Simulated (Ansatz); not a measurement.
`C=C(O)BCl` and `C=C(O)SS` differ in one atom or group.

Ansatz, PBE0-D4/def2-TZVP geometries, multiplicity 1. Each molecule was computed in one conformer, which needn't be the lowest.

```json
{"property": "LUMO energy (ωB97M-V/def2-TZVPP) / eV", "`C=C(O)BCl`": "0.08"}
{"property": "LUMO energy (PBE0/def2-TZVPP) / eV", "`C=C(O)BCl`": "-1.96"}
{"property": "size of the dipole moment (PBE/def2-TZVPP) / D", "`C=C(O)BCl`": "2.51"}
{"property": "HOMO energy (PBE/def2-TZVPP) / eV", "`C=C(O)BCl`": "-6.18"}
{"property": "LUMO energy (PBE/def2-TZVPP) / eV", "`C=C(O)BCl`": "-2.86"}
{"property": "size of the dipole moment (ωB97M-V/def2-TZVPP) / D", "`C=C(O)BCl`": "2.54"}
```

Problem. Give the same properties after the change, and the shifts. (Best estimate.)

Solution. Computed: 
| property | `C=C(O)SS` | shift |
| --- | --- | --- |
| LUMO energy (ωB97M-V/def2-TZVPP) / eV | 0.94 | 0.86 |
| LUMO energy (PBE0/def2-TZVPP) / eV | -1.15 | 0.81 |
| size of the dipole moment (PBE/def2-TZVPP) / D | 1.49 | -1.02 |
| HOMO energy (PBE/def2-TZVPP) / eV | -5.49 | 0.69 |
| LUMO energy (PBE/def2-TZVPP) / eV | -2.13 | 0.73 |
| size of the dipole moment (ωB97M-V/def2-TZVPP) / D | 1.58 | -0.96 |

With PBE0 the HOMO rises by 0.74 eV and the LUMO rises by 0.81 eV, so the gap widens by about 0.07 eV. PBE moves the HOMO by 0.69 eV and ωB97M-V by 0.78 eV. Dipoles are sizes alone; their direction can turn.
